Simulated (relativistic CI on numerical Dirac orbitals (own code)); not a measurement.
Ions with 16 electrons, S I to Ga XVI

Computed by Dirac-Coulomb-Breit CI, KLI orbitals optimised for each configuration, model QED, valence Slater integrals scaled by 0.9, P86 correlation energy added to each configuration (own radial code, finite nucleus).

Configuration list (outside the closed core [Ne]): 3s²3p⁴, 3s3p⁵, 3p⁶, 3s²3p³3d, 3s3p⁴3d, 3s²3p²3d², 3s²3p3d³, 3s3p²3d³. Double excitations out of closed p, d and f shells are left out; levels of such configurations are missing from the list, as are those of other unlisted configurations, and high levels can miss mixing partners.

Energies above each ion's lowest level, in cm⁻¹. Levels are followed by their leading LS label, which can pass from one level to another where the coupling changes.

```tsv
Ion	3s²3p⁴ ³P2	3s²3p⁴ ³P1	3s²3p⁴ ³P0	3s²3p⁴ ¹D2	3s²3p⁴ ¹S0
S I	0.0	396.4	574.1	10377.6	19632.3
Cl II	0.0	684.6	981.4	12530.0	26901.5
Ar III	0.0	1095.7	1547.5	14684.1	32048.2
K IV	0.0	1651.9	2291.8	16889.1	36895.0
Ca V	0.0	2382.6	3237.4	19177.9	41752.1
Sc VI	0.0	3322.1	4406.6	21590.5	46727.3
Ti VII	0.0	4509.1	5818.4	24171.2	51904.5
V VIII	0.0	5987.2	7486.9	26969.0	57372.0
Cr IX	0.0	7804.4	9418.6	30037.7	63229.2
Mn X	0.0	10013.5	11611.0	33436.4	69591.5
Fe XI	0.0	12671.5	14051.2	37228.9	76591.4
Co XII	?	?	?	?	?
Ni XIII	0.0	19582.8	19569.6	46272.6	93122.3
Cu XIV	0.0	23969.2	22573.8	51671.8	103000.5
Zn XV	0.0	29070.6	25684.1	57759.4	114202.8
Ga XVI	0.0	34961.6	28858.0	64616.4	126923.2
```

**Question.** Fill in the row of Co XII.

**Answer.** 3s²3p⁴ ³P2 0.0, 3s²3p⁴ ³P1 15839.7, 3s²3p⁴ ³P0 16715.2, 3s²3p⁴ ¹D2 41483.5, 3s²3p⁴ ¹S0 84379.4 (cm⁻¹).

The lowest level keeps the configuration 3s²3p⁴ and J = 2 throughout.

Between Z = 28 and 31 the energy of 3s²3p⁴ ³P1 follows a local power law Z^5.7. For orientation: electrostatic splittings inside a shell grow about linearly with the screened charge, excitations that change n as its square, and fine structure as its fourth power; written in Z itself the exponents are larger, since the screened charge grows faster in proportion.

The members near neutrality are the least accurate: they can be off by several eV, miss lower levels of configurations outside the list, or start from a wrong lowest level.
